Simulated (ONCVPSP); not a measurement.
**bromine (Br): one change to an ONCV potential, before and after**

Br (Z = 35), optimised norm-conserving Vanderbilt (ONCV), made with ONCVPSP 4.0.1 (PBE, scalar-relativistic). Core [Ne], reference 3s2 3p6 3d10 4s1.75 4p5.25. Waves: 3s+4s: rc 0.95 bohr, ncon 3, nbas 7, qcut 16.2 1/bohr, 2 projectors; 3p+4p: rc 0.75 bohr, ncon 4, nbas 8, qcut 19.9 1/bohr, 2 projectors; 3d: rc 0.75 bohr, ncon 5, nbas 9, qcut 21.2 1/bohr, 1 projector. Local part: polynomial inside 0.55 bohr (lpopt 5, dvloc0 -1 Ha). Core correction: Teter function, fcfact 4.25, rcfact 1.65.

Change: all radii but the core radius scaled by about 0.82 (s 0.78, p 0.62, d 0.62 bohr); local potential polynomial inside 0.46 bohr (lpopt 5, dvloc0 -1 Ha).

Cutoffs: the cutoffs (Ha) at which the residual kinetic energy of the hardest occupied pseudo-wave falls to 1 and 0.1 mHa per electron; they do not see the model core or the augmentation charge, which bear on the density cutoff. Errors are all-electron minus pseudo energies relative to the spin-unpolarised reference configuration.

What does the change do?

The potential gets harder (193 Ha and 215 Ha → 242 Ha and 708 Ha); of the 4 tests that both files solve, the error grows in 1 and shrinks in 1 by more than 15 % and 0.3 meV (median size 0.5 → 0.4 meV); neither file shows a bound ghost. A smaller radius makes the pseudo-wave follow the all-electron one further in, where it bends more sharply, so more plane waves are needed.

```tsv
quantity	base	changed
cutoff, loose	193 Ha	242 Ha
cutoff, tight	215 Ha	708 Ha
loose cutoff by channel	s 84 Ha, p 94 Ha, d 193 Ha	s 97 Ha, p 146 Ha, d 242 Ha
bound ghosts	none	none
GHOST(+) flags under 300 eV	none	none
error for 3s2 3p6 3d10 4s2 4p5, meV [ΔE -3.07 eV]	+0.3	+0.1
error for 3s2 3p6 3d10 4s2 4p4, meV [ΔE 9.48 eV]	+0.3	0.0
error for 3s2 3p6 3d10 4s2 4p3, meV [ΔE 32.24 eV]	-0.6	-0.9
error for 3s2 3p6 3d9 4s2 4p6, meV [ΔE 61.24 eV]	+26	+0.8
rms error of d²Exc/dni dnj with the model core, mHa	1.95	1.46
```
